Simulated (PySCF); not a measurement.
**V⁺: ionisation energy**

V⁺ [Ar] 3d4 (5D) → V²⁺ [Ar] 3d3 (4F), as a difference of total energies. All numbers are calculated (PySCF 2.14, the spin-free X2C one-electron Hamiltonian (Gaussian nucleus), in aug-cc-pVDZ-DK). Correlated levels: valence: [Ar] frozen. The calculations carry no spin-orbit coupling.

```tsv
method	ionisation energy (eV)
UHF	13.204
MP2 (valence)	13.894
SCS-MP2 (valence)	13.434
CCSD (valence)	13.992
CCSD(T) (valence)	14.004
```

Question: How much does correlation contribute at CCSD(T) (valence)?

Answer: 14.004 − (13.204) = 0.800 eV, measured against UHF.

The reference lies between the lowest fine-structure levels, while these numbers refer to the centres of the terms.

Errors of the correlated levels include the incompleteness of this basis and the frozen core.

For comparison: 14.634 ± 0.007 eV (measured; NIST Atomic Spectra Database, ionization energies).
